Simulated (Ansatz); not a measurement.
Cost and result for the atomization energy of C2H6FNOSi (`N[Si]1(F)CCO1`) (12 atoms, 12 bonds).

```xyz
12

N    -0.856   -1.494   -1.289
Si    0.129   -0.243   -0.740
F     0.808    0.329   -2.065
C    -0.353    1.086    0.474
C     0.793    0.471    1.298
O     1.179   -0.656    0.464
H    -1.040   -1.652   -2.264
H    -1.263   -2.187   -0.687
H    -0.195    2.120    0.170
H    -1.332    0.989    0.940
H     0.483    0.097    2.276
H     1.647    1.140    1.423
```

The species carries charge 0 and has multiplicity 1. The geometry is a stationary point of PBE0-D4/def2-TZVP. It is one conformer, not always the lowest. Program: Ansatz. All runs use 4 threads of an Arm Neoverse V2 on a shared host. Times are those of one run each, without the atoms' runs, and a repeat can differ threefold. Electronic energies, without spin–orbit coupling; frozen cores. CCSD(T)/CBS adds CCSD(T) − MP2 in def2-TZVPP to the MP2 limit, and its time is that of the two runs behind it. T1 = 0.011. B3LYP takes the VWN-RPA correlation (the form of Gaussian; ORCA's B3LYP/G).

CCSD(T)/CBS is a level of theory with its own doubt, some kJ/mol a heavy atom from the limit and from the frozen cores, so smaller differences don't rank the functionals.

| level | functions | wall time | atomization (kcal/mol) | difference from CCSD(T)/CBS | per bond |
| --- | --- | --- | --- | --- | --- |
| PBE-D4/def2-TZVPP (with forces) | 281 | 2.7 s | 1194.4 | 21.9 | 1.8 |
| PBE0-D4/def2-TZVPP | 281 | 3 s | 1170.1 | -2.4 | -0.2 |
| B3LYP-D4/def2-TZVPP (with forces) | 281 | 4.8 s | 1167.2 | -5.3 | -0.4 |
| r2SCAN-D4/def2-TZVPP (with forces) | 281 | 4.9 s | 1171.3 | -1.2 | -0.1 |
| B2PLYP/def2-TZVPP | 281 | 6 s | 1158.0 | -14.5 | -1.2 |
| ωB97X-V/def2-TZVPP | 281 | 8 s | 1175.2 | 2.7 | 0.2 |
| ωB97M-V/def2-TZVPP (with forces) | 281 | 12 s | 1175.9 | 3.4 | 0.3 |
| MP2/def2-QZVPP | 535 | 24 s | 1186.9 | 14.4 | 1.2 |
| CCSD(T)/def2-TZVPP | 281 | 4.3 min | 1138.1 | -34.4 | -2.9 |
| CCSD(T)/CBS(def2) | – | 4.7 min | 1172.5 | 0.0 | 0.0 |

The D4 term adds +9.6 kcal/mol with B3LYP and +5.0 kcal/mol with PBE0; it sums over pairs of atoms, weighted by their polarisabilities, and B3LYP, whose exchange is more repulsive, gets the larger term. From PBE to PBE0 (25 % exact exchange), in def2-TZVPP and without D4, the atomization energy moves by −23.3 kcal/mol: exact exchange takes away binding that semilocal exchange gives to molecules. In def2-TZVPP, CCSD(T) changes the Hartree–Fock value by +300.4 kcal/mol (the triples alone add +18.2 kcal/mol) and MP2 by +328.4 kcal/mol; breaking electron pairs costs correlation energy, which Hartree–Fock lacks.
